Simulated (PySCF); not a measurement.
From results back to the method.

CH7BClNSi.
Z-matrix (Å and degrees, PBE0-D3(BJ)/def2-SVP geometry), rows numbered from 1:
```
N 
B   1  1.3936
C   2  1.5783  1  121.50
Si  3  1.8646  2  111.06  1   -83.14
Cl  4  2.0778  3  110.02  2   -52.33
H   1  1.0108  2  122.64  3   177.91
H   1  1.0124  2  123.79  3    -1.01
H   2  1.2105  1  117.49  3  -178.49
H   3  1.1014  2  111.59  1   156.21
H   3  1.1058  2  112.15  1    34.63
H   4  1.4922  3  112.56  2  -171.70
H   4  1.4926  3  110.67  2    66.09
```

The closed-shell ground state was solved 7 times with PySCF (density fitting, gas phase), always with PBE0, in these basis sets: 6-31+G*, 6-31G*, IGLO-III, STO-3G, aug-cc-pVDZ, def2-SVP and pcSseg-0.

```tsv
row	total energy (Eh)	HOMO (eV)	LUMO (eV)	dipole (D)
P	-871.2448	-8.01	0.42	3.47
Q	-871.3635	-8.18	0.13	2.77
R	-871.3130	-8.21	-0.28	2.98
S	-871.2530	-8.21	-0.12	3.27
T	-870.9698	-8.09	0.43	3.10
U	-870.1424	-8.33	0.28	3.90
V	-861.4639	-5.99	3.93	4.08
```

Task: Which basis belongs to which row?

Result: P = 6-31G*, Q = IGLO-III, R = aug-cc-pVDZ, S = 6-31+G*, T = def2-SVP, U = pcSseg-0, V = STO-3G. From the lowest total energy up: IGLO-III (263 functions) 0 eV; aug-cc-pVDZ (186 functions) +1.37 eV; 6-31+G* (112 functions) +3.01 eV; 6-31G* (92 functions) +3.23 eV; def2-SVP (113 functions) +10.71 eV; pcSseg-0 (67 functions) +33.23 eV; STO-3G (40 functions) +269.38 eV.

One conformer stands for the species.
